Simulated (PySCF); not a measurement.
# Worked example for 1-chloro-2,5-difluorobenzene: ionisation energy to the radical cation

Structure: `Fc1ccc(F)c(Cl)c1` (C6H3ClF2).

Energies: ωB97X-D3(BJ)/ma-def2-TZVP (PySCF, density fitting, integration grid level 2) on PBE0-D3(BJ)/def2-SVP structures. The prefix ma- adds one diffuse s and one diffuse p function on all atoms but H. Zero-point energies come from unscaled PBE0-D3(BJ)/def2-SVP harmonic frequencies.

| state | structure | E / Eh |
| --- | --- | --- |
| parent | parent | -890.624075 |
| radical cation | parent | -890.282911 |
| radical cation | radical cation | -890.290656 |
| parent | radical cation | -890.612584 |

Zero-point energy of the radical cation less that of the parent: -0.011 eV. 1 Eh = 27.2114 eV.

**Question.** Work out the vertical and adiabatic ionisation energy.

**Answer.** Vertical: (-890.282911) − (-890.624075) = 0.341164 Eh = 9.28 eV. Adiabatic: 0.333419 Eh = 9.073 eV, and 9.06 eV with zero-point energy.

**Question.** And the inner reorganisation energy of self-exchange?

**Answer.** The radical cation relaxes by 210.8 meV and the parent by 312.7 meV, so λ = 524 meV.

Known limits: spin-orbit coupling is left out of the energies, which matters for open shells on the heavier atoms.
